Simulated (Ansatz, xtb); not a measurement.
Relaxing a trial structure of CH5FNSi

The starting geometry of this gas-phase doublet was built from a drawn formula by distance geometry and a force field; its bonds are those of `[NH][C@H](F)[SiH3]`.

```xyz
9

C     1.6555   -0.4575    1.6523
F     2.0376   -1.1547    0.5380
N     1.7131   -1.4196    2.7482
Si    2.7441    0.9790    1.8959
H     2.4666   -2.0748    2.5412
H     0.5989   -0.1104    1.5248
H     2.6520    1.9303    0.7589
H     2.3953    1.8314    3.1012
H     4.2336    0.6668    1.9960
```

**Question.** Where would you expect an optimisation with r2SCAN-D4/def2-SVP to take it?

**Answer.** It keeps its bonds, and is `[NH][C@H](F)[SiH3]`.

The energy falls by 0.49 eV over 8 steps:

```
step  E − E(last) (eV)
   1             0.494
   2             0.117
   3             0.023
   4             0.003
   5             0.001
   6             0.000
   7             0.000
   8             0.000
```

Final geometry (Å):

```yaml
atoms:
  - { symbol: C, position_ang: [1.6481, -0.5128, 1.6671] }
  - { symbol: F, position_ang: [2.0152, -1.0825, 0.4335] }
  - { symbol: N, position_ang: [1.8250, -1.2983, 2.7818] }
  - { symbol: Si, position_ang: [2.7821, 1.0525, 1.9080] }
  - { symbol: H, position_ang: [2.4435, -2.0824, 2.5302] }
  - { symbol: H, position_ang: [0.5979, -0.1609, 1.5699] }
  - { symbol: H, position_ang: [2.6647, 1.9056, 0.6898] }
  - { symbol: H, position_ang: [2.3405, 1.8057, 3.1131] }
  - { symbol: H, position_ang: [4.1797, 0.5635, 2.0633] }
```

From the same start GFN2-xTB ends elsewhere, at `F[CH]N[SiH3]`.

The end wasn't checked by frequencies. Open shells are spin-unrestricted. Run with Ansatz 0.2.0, 19 s on 2 threads of Intel(R) Xeon(R) 6975P-C (Granite Rapids) (shared host).
